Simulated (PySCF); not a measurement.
Compound: CH4OSe.
Bonds: C1–Se2, Se2–O3 (double). Hydrogens: H4, H5, H6 on C1; H7 on Se2.

Computed with PySCF 2.14.0, PBE0-D3(BJ)/def2-SVP geometry optimisation, gas phase.

Question: List the bond lengths and angles at this level.

Answer: 
```
               bond  length (Å)
             C1–Se2       1.955
             Se2=O3       1.637
C1–H4, C1–H5, C1–H6       1.098
             Se2–H7       1.521
```

Bonds in one row agree within 0.01 Å and their mean is given. A selection of angles:
```
    angle  degrees
Se2–C1–H4    110.5
Se2–C1–H5    106.9
 H4–C1–H5    110.5
 H5–C1–H6    109.8
C1–Se2–O3    104.8
C1–Se2–H7     90.1
O3–Se2–H7    106.6
```

Se2 (selenium bonded to C, O and H) is pyramidal (angles 106.6°, 104.8° and 90.1°, sum 301.5°, 0.76 Å off the plane of its three neighbours).

Stationary, but not proved a minimum.


Compound: SeMe2, C2H6Se.
Bonds: Se1–C2, Se1–C6. Hydrogens: H3, H4, H5 on C2; H7, H8, H9 on C6.

Method used: PBE0-D3(BJ)/def2-SVP geometry optimisation, gas phase in PySCF.

Task: List the bond lengths and angles at this level.

Result: 
```
                  bond  length (pm)
        Se1–C2, Se1–C6        194.0
C2–H3 and 5 like bonds        109.9
```

Bonds in one row agree within 1 pm and their mean is given. A selection of angles:
```
    angle  degrees
C2–Se1–C6     96.9
Se1–C2–H3    110.8
Se1–C2–H5    107.2
 H3–C2–H4    110.0
```

Point group: C2v (tolerance 0.08 Å). No PBE0-D3(BJ)/def2-SVP frequencies stand behind this structure, so it isn't proved a minimum.
